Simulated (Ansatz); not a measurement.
Name a neutral molecule of C, N, O, Si and H with LUMO energy (PBE/def2-TZVPP) between -1.50 and -1.20 eV and HOMO energy (ωB97M-V/def2-TZVPP) between -9.65 and -9.35 eV (Ansatz, PBE0-D4/def2-TZVP geometry).

`C=C[Si@@H](O)N(C)[Si@@H](O)C=C` (-1.42 eV, -9.36 eV). Other molecules can fit too; these were computed, each in one conformer that needn't be the lowest.
